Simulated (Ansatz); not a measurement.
C2H6F2OSi, SMILES `C[SiH2]C(O)(F)F`, relaxed with RKS PBE-D4/def2-SVP in Ansatz 0.2.0 from a rough embedded geometry. The force threshold is 0.03 eV/Å; the program also tests the step.

Total charge 0; spin multiplicity 1.

Start:

```xyz
12

C    -0.280    1.748   -0.396
Si    0.499    0.103   -0.730
C    -0.040   -1.221    0.463
O     0.184   -1.127    1.756
F     0.531   -2.421    0.089
F    -1.402   -1.427    0.327
H     0.030    2.497   -1.053
H    -0.044    2.023    0.654
H    -1.430    1.675   -0.404
H     0.148   -0.222   -2.157
H     1.961    0.305   -0.697
H    -0.156   -1.933    2.149
```

```json
{"step": "1", "energy (eV)": "-17506.2079", "largest force (eV/Å)": "3.511", "largest move (Å)": "0.000"}
{"step": "2", "energy (eV)": "-17506.6399", "largest force (eV/Å)": "0.913", "largest move (Å)": "0.161"}
{"step": "3", "energy (eV)": "-17506.6905", "largest force (eV/Å)": "0.251", "largest move (Å)": "0.054"}
{"step": "4", "energy (eV)": "-17506.6966", "largest force (eV/Å)": "0.147", "largest move (Å)": "0.043"}
{"step": "5", "energy (eV)": "-17506.6996", "largest force (eV/Å)": "0.062", "largest move (Å)": "0.046"}
{"step": "6", "energy (eV)": "-17506.6999", "largest force (eV/Å)": "0.021", "largest move (Å)": "0.015"}
```

End:

```xyz
12

C    -0.318    1.728   -0.307
Si    0.540    0.128   -0.800
C    -0.072   -1.279    0.383
O     0.217   -0.979    1.682
F     0.477   -2.502    0.039
F    -1.443   -1.458    0.229
H    -0.023    2.565   -0.971
H    -0.057    1.997    0.736
H    -1.417    1.602   -0.368
H     0.181   -0.304   -2.193
H     2.035    0.214   -0.671
H    -0.120   -1.713    2.241
```

Run time 8.5 s (4 threads of an Intel Xeon on a shared host); peak host memory 0.18 GiB.
